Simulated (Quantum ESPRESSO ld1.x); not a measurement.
The numbers below are computed, except where a source is named.
One sound ld1.x (Quantum ESPRESSO 7.5) input for neutral lanthanum gives E = -8217.5538 hartree in 35 iterations:

```
 &input
    zed=57.0,
    iswitch=1,
    rel=0,
    dft='PZ',
    config='[Xe] 5d1 6s2',
    verbosity='high',
    prefix='ld1',
    max_out_wfc=37,
    file_charge='ld1.rho',
 /
```

Changed or added lines, one case at a time, and what came of them:

- config='[Xe] 5d1 6s': refused. The program stops in el_config with "no occupancy field?": each term needs its occupation.
- lsd=2: refused. The program stops in ld1_readin with "lsd not correct": lsd takes 0 or 1.
- noscf=.true.: ran as typed. With noscf the program prints the levels of a bare nucleus, with no screening and no total energy; they are not those of the atom.
- config='[Xe] 5d1 6s2 5g1': refused. The program stops in el_config with "l not found:G": the config string knows s, p, d and f alone.
- xmin=-20.0: refused. The program stops in do_mesh with "ndmx is too small": a lower xmin needs more points.
- beta=1.5: harmless. The Broyden-type mixing copes: 21 iterations against 35, same energy.
- dft='XYZ': refused. The program stops in set_dft_from_name with "XYZ: unrecognized dft": the name is not a functional that the program knows.
